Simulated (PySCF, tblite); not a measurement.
Isomers of C5H9PS, one GFN2-xTB conformer each. Single-point energies are computed at PBE0/pcSseg-1 (PySCF, gas phase, no added dispersion term), electronic only.

| SMILES | GFN2-xTB relative energy (kJ/mol) |
| --- | --- |
| CP1(=S)CC=CC1 | 0.0 |
| C=C[C@@H]1CC[P@H]1=S | 79.8 |

Conformers: `[CH3:1][P:2]1(=[S:3])[CH2:4][CH:5]=[CH:6][CH2:7]1` with C1–P2–C4–C5 85°, P2–C4–C5–C6 16°, C5–C6–C7–P2 -16°, C1–P2–C7–C6 -85°; `[CH2:1]=[CH:2][C@@H:3]1[CH2:4][CH2:5][P@H:6]1=[S:7]` with C1–C2–C3–C4 128°, C2–C3–C4–C5 -144°, C3–C4–C5–P6 21°, C4–C5–P6–S7 -142°, C2–C3–P6–C5 140°.

Problem. What does PBE0/pcSseg-1 give for the same structures?

Solution. 
```
              SMILES  PBE0/pcSseg-1 E (Eh)  PBE0/pcSseg-1 (kJ/mol)  GFN2-xTB (kJ/mol)  point group
       CP1(=S)CC=CC1            -934.94952                     0.0                0.0           Cs
C=C[C@@H]1CC[P@H]1=S            -934.90358                   120.6               79.8           C1
```

Both levels put the same isomer lowest. As drawn, the higher has a four-membered ring, which the lower lacks.

Problem. Which frontier levels, dipoles and rotational constants go with these structures?

Solution. 
```json
{"SMILES": "CP1(=S)CC=CC1", "HOMO (eV, PBE0/pcSseg-1)": "-6.39", "LUMO (eV)": "-0.17", "dipole (D)": "4.75", "A, B, C (MHz)": "3147, 1347, 1305"}
{"SMILES": "C=C[C@@H]1CC[P@H]1=S", "HOMO (eV, PBE0/pcSseg-1)": "-6.65", "LUMO (eV)": "-0.16", "dipole (D)": "4.50", "A, B, C (MHz)": "2466, 1498, 1015"}
```

Problem. What happens when harmonic zero-point energies from GFN2-xTB frequencies are added?

Solution. 
```
              SMILES  ZPE (kJ/mol)  electronic (kJ/mol)  with ZPE (kJ/mol)
       CP1(=S)CC=CC1         328.1                  0.0                0.0
C=C[C@@H]1CC[P@H]1=S         326.5                120.6              119.1
```

The zero-point energies span 1.6 kJ/mol. The order is unchanged.
